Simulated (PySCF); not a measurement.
## Shieldings and the share of exact exchange

Molecule: SMILES CC[B@H-]([NH3+])Cl, C2H9BClN.

Geometry:
| atom | x (Å) | y (Å) | z (Å) |
| --- | --- | --- | --- |
| C1 | -1.536 | 0.577 | 0.519 |
| C2 | -0.856 | -0.250 | -0.570 |
| B3 | 0.556 | -0.878 | -0.148 |
| N4 | 1.601 | 0.346 | 0.130 |
| Cl5 | 1.392 | -1.810 | -1.535 |
| H6 | -2.516 | 0.972 | 0.207 |
| H7 | -1.697 | -0.020 | 1.432 |
| H8 | -0.937 | 1.459 | 0.818 |
| H9 | -1.513 | -1.090 | -0.851 |
| H10 | -0.752 | 0.350 | -1.494 |
| H11 | 0.552 | -1.529 | 0.887 |
| H12 | 1.282 | 0.938 | 0.899 |
| H13 | 2.522 | -0.030 | 0.359 |
| H14 | 1.697 | 0.920 | -0.710 |

GIAO shieldings (ppm, equivalent atoms averaged) in PySCF on the PBE0-D3(BJ)/def2-SVP geometry, basis pcSseg-1, gas phase, non-relativistic:

| functional | exact exchange (%) | σ(B3) | σ(Cl5) |
| --- | --- | --- | --- |
| BLYP | 0 | 96.4 | 902.3 |
| BP86 | 0 | 100.5 | 914.6 |
| PBE | 0 | 100.6 | 911.4 |
| B3LYP | 20 | 100.8 | 928.0 |
| PBE0 | 25 | 105.7 | 941.5 |
| BHandHLYP | 50 | 106.5 | 956.3 |
| HF | 100 | 115.9 | 994.3 |

Problem. Fit each shielding as a line in the percentage of exact exchange.

Solution. σ(B3) = 99.2 + 0.17 x (rms 1.7 ppm); σ(Cl5) = 911.7 + 0.86 x (rms 5.1 ppm). The functionals also differ in their semilocal parts, which the line can't hold; Hartree–Fock has no correlation at all.

Problem. What does the line predict for mPW1PW91 (25 %), and what does the run give?

Solution. σ(B3): 103.5 predicted, 105.4 computed; σ(Cl5): 933.2 predicted, 942.1 computed ppm.
